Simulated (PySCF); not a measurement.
GeHClBr2, SMILES [Cl][GeH]([Br])[Br].

Geometry optimised at B3LYP-D3(BJ)/def2-SVP.

Method: PySCF with PBE/def2-TZVP.

The total energy is -7684.98575 hartree. The point group is Cs and the highest occupied level comes out as -7.45 eV. The lowest empty level is -3.02 eV. The orbital gap comes out as 4.43 eV, the dipole moment is 1.22 D and the quadrupole, principal values (traceless, Buckingham form, about the centre of nuclear charge) is -2.60, -0.47, 3.07 D·Å. The mean static polarisability is 83.1 bohr³ (12.31 Å³) and the polarisability, principal values is 65.1, 87.1, 97.0 bohr³.
